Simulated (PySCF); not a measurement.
Two species compared at the same levels of theory.

First species: C8H13F.
SMILES with atom numbers: `[F:1][CH2:2][C@H:3]1[CH2:4][CH2:5][C:6]12[CH2:7][CH2:8][CH2:9]2` (hydrogens: H10, H11 on C2; H12 on C3; H13, H14 on C4; H15, H16 on C5; H17, H18 on C7; H19, H20 on C8; H21, H22 on C9)

Second species: C3H7N3S2Si2.
SMILES: `CS[Si@@](N)(C#N)S[SiH2]C#N`

Levels: PBE0/pcSseg-1 for dipole moment, HOMO energy, LUMO energy and HOMO–LUMO gap; GFN2-xTB for rotational constant A and rotational constant C. Geometries: GFN2-xTB. All species are isolated and taken at one optimised geometry, non-relativistic unless stated; the electronic structure was computed with PySCF and density fitting.

The conformers computed, where there is a choice (atom-mapped SMILES and torsion angles):
- `[F:1][CH2:2][C@H:3]1[CH2:4][CH2:5][C:6]12[CH2:7][CH2:8][CH2:9]2`: F1–C2–C3–C4 76°
- `[CH3:1][S:2][Si@@:3]([NH2:4])([C:5]#[N:6])[S:7][SiH2:8][C:9]#[N:10]`: C1–S2–Si3–N4 -57°, S2–Si3–S7–Si8 -161°, Si3–S7–Si8–C9 -44°, H–N4–Si3–S2 -45°, H–N4–Si3–S2 173°

Values for the first species:

| Item | Value |
| --- | --- |
| Dipole moment | 1.95 D |
| HOMO energy | -7.86 eV |
| LUMO energy | 1.27 eV |
| HOMO–LUMO gap | 9.13 eV |
| Rotational constant A | 2.708 GHz |
| Rotational constant C | 0.939 GHz |

Q: Estimate the same properties for the second species, and the change in each.

A: 
```csv
property,first,second,second less first
dipole moment,1.95 D,2.14 D,+0.19 D
HOMO energy,-7.86 eV,-7.60 eV,+0.26 eV
LUMO energy,1.27 eV,-1.52 eV,-2.79 eV
HOMO–LUMO gap,9.13 eV,6.08 eV,-3.05 eV
rotational constant A,2.708 GHz,1.173 GHz,-1.535 GHz
rotational constant C,0.939 GHz,0.461 GHz,-0.478 GHz
```

On the first: A dipole of 1.95 D is allowed in C1, and pure rotational transitions are dipole-allowed. The dipole matches unit charges of opposite sign 0.41 Å apart (1 e·Å = 4.8032 D).

On the second: The dipole matches unit charges of opposite sign 0.45 Å apart (1 e·Å = 4.8032 D).
